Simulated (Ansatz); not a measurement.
Stretching the H–H spacing in H8 chain (multiplicity 1 held). Energies count from the point at 0.900 Å.
Geometry at that point (charge 0, multiplicity 1):
```xyz
8

H      0.0000     0.0000     0.0000
H      0.0000     0.0000     0.9000
H      0.0000     0.0000     1.8000
H      0.0000     0.0000     2.7000
H      0.0000     0.0000     3.6000
H      0.0000     0.0000     4.5000
H      0.0000     0.0000     5.4000
H      0.0000     0.0000     6.3000
```

R- and RO- levels are restricted; in cc, def2 and unpolarised 6-31G sets they are followed outwards from rest. U- levels take the lowest unrestricted solution at each point, which mixes spins at long bonds. Active spaces are followed from rest. Left out are points that failed, MP2 points that dive below the minimum, coupled-cluster points behind a jump of the amplitudes or a sharp parting from full CI or MRCI, small-basis points behind a change of solution, and semi-empirical points at long bonds. Levels need not reach the same state.

Programs: Ansatz (an electronic-structure program) with Gaussian orbitals. Values without a source in brackets are computed.

Energies in kcal/mol.

| R (Å) | R-HF/cc-pVDZ | R-SCS-MP2/cc-pVDZ | U-SCS-MP2/cc-pVDZ | U-CCSD/cc-pVDZ | FIC-MRCISD+Q on CASSCF(8,8)/cc-pVDZ |
|---|---|---|---|---|---|
| 0.700 | 136.0 | 139.2 | 139.2 | 141.4 | 141.8 |
| 0.800 | 35.2 | 36.6 | 36.6 | 37.9 | 38.0 |
| 0.900 | 0.0 | 0.0 | 0.0 | 0.0 | 0.0 |
| 1.100 | 24.5 | 21.7 | 37.1 | 21.0 | 17.2 |
| 1.300 | 98.7 | 91.5 | 108.1 | 86.6 | 79.4 |
| 1.500 | 184.6 | 170.6 | 177.2 | 153.6 | 146.3 |
| 1.800 | 307.9 | 277.2 | 246.1 | 229.6 | 225.4 |
| 2.100 | left out | left out | 276.5 | 272.6 | 271.5 |
| 2.500 | 525.1 | 418.5 | 289.8 | 296.8 | 298.0 |
| 3.000 | 625.8 | 433.0 | 293.6 | 305.2 | 307.3 |
| 3.600 | 704.8 | 382.6 | 294.4 | 307.1 | 309.4 |

Doubts at one or more of the structures used: a restricted determinant that unrestricted orbitals would lower (R-HF/cc-pVDZ, R-SCS-MP2/cc-pVDZ); a spin-contaminated determinant (U-SCS-MP2/cc-pVDZ, U-CCSD/cc-pVDZ); T1 above 0.05 (U-CCSD/cc-pVDZ); the program's own flag: large difference (U-CCSD/cc-pVDZ).
